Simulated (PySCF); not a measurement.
**Dipole response of Fe¹⁵⁺ (iron, charge +15)**

[Ne] 3s1, 2S determinant. Computed with PySCF 2.14 in an uncontracted even-tempered set (17 s from 1.1 bohr⁻², ratio 2.5; 11 p from 1.4 bohr⁻², ratio 2.5; 5 d from 5.7 bohr⁻², ratio 2.7; 4 f from 8.5 bohr⁻², ratio 2.7), with the non-relativistic Hamiltonian (point nucleus). Coupled (time-dependent) response in atomic units; α is the mean over directions.

```csv
method,mean α (bohr³),C₆ (like pair),S(−4)
UHF,0.2479,0.06200,0.1571
PBE0,0.2329,0.05625,0.1415
```

S(−4) is the Cauchy moment in α(ω) = α(0) + S(−4) ω² + …

α(iu) at PBE0:

```json
{"u (hartree)": "0", "α(iu) (bohr³)": "0.2329"}
{"u (hartree)": "0.100", "α(iu) (bohr³)": "0.2315"}
{"u (hartree)": "0.200", "α(iu) (bohr³)": "0.2274"}
{"u (hartree)": "0.400", "α(iu) (bohr³)": "0.2123"}
{"u (hartree)": "0.600", "α(iu) (bohr³)": "0.1914"}
{"u (hartree)": "0.800", "α(iu) (bohr³)": "0.1685"}
{"u (hartree)": "1.00", "α(iu) (bohr³)": "0.1463"}
{"u (hartree)": "1.50", "α(iu) (bohr³)": "0.1017"}
{"u (hartree)": "2.00", "α(iu) (bohr³)": "0.07285"}
{"u (hartree)": "3.00", "α(iu) (bohr³)": "0.04287"}
{"u (hartree)": "5.00", "α(iu) (bohr³)": "0.02231"}
```

For an ion, C₆ is the dispersion term alone; charge-induced terms of lower order in 1/R come first.
